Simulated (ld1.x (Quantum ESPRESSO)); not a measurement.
**silver, PAW: configuration errors across variants**

silver (Ag), PAW, made with ld1.x (Quantum ESPRESSO) 7.5 (PBEsol, scalar-relativistic). Core [Kr], reference 4d10 5s0 5p1. Waves: 5s (bound, empty): rcut 2.00, rcutus 2.45 bohr; 5s channel at 2.65 Ry: rcut 2.00, rcutus 2.45 bohr; 5p (bound): rcut 3.45, rcutus 4.10 bohr; 5p channel at 0.2 Ry: rcut 3.45, rcutus 4.10 bohr; 4d (bound): rcut 1.55, rcutus 1.65 bohr; 4d channel at -0.3 Ry: rcut 1.55, rcutus 1.65 bohr. Local part: all-electron potential smoothed inside 2.45 bohr (lloc = -1). Core correction: a·sin(br)/r model core, default radius (ld1.x builds one for every PAW set, though the input has nlcc=.false.). Augmentation charge: PSQ, inside the norm-conserving radii.

All-electron excitation energies from the reference (eV): (1) 4d10 5s1 5p0 -3.929; (2) 4d10 5s0 5p0 3.816; (3) 4d9 5s0 5p0 25.929; (4) 4d9 5s1 5p0 9.235; (5) 4d9 5s1 5p1 4.678; (6) 4d9 5s2 5p0 0.121; (7) 4d7 5s0 5p0 113.805.

The default core radius of the base comes out at 0.79 bohr.

Errors AE − PS in meV (a dash: test not solved or not reliable):

| change | (1) | (2) | (3) | (4) | (5) | (6) | (7) | bound ghosts |
| --- | --- | --- | --- | --- | --- | --- | --- | --- |
| base | +1.0 | +0.1 | -80 | -45 | -39 | -35 | -1146 | none |
| core correction a·sin(br)/r model core inside 0.76 bohr | +0.3 | -1.5 | -55 | -42 | -42 | -43 | -1063 | none |
| core correction a·sin(br)/r model core inside 1.10 bohr | +0.3 | -1.5 | -55 | -43 | -42 | -43 | -1064 | none |
| core correction a·sin(br)/r model core inside 1.36 bohr | +0.3 | -1.5 | -55 | -43 | -43 | -43 | -1067 | none |
| core correction a·sin(br)/r model core inside 1.84 bohr | +0.3 | -1.5 | -54 | -42 | -42 | -42 | -1063 | none |

Give the same row for: core correction a·sin(br)/r model core inside 1.72 bohr.

+0.3, -1.5, -55, -42, -42, -42, -1062; bound ghosts: none.
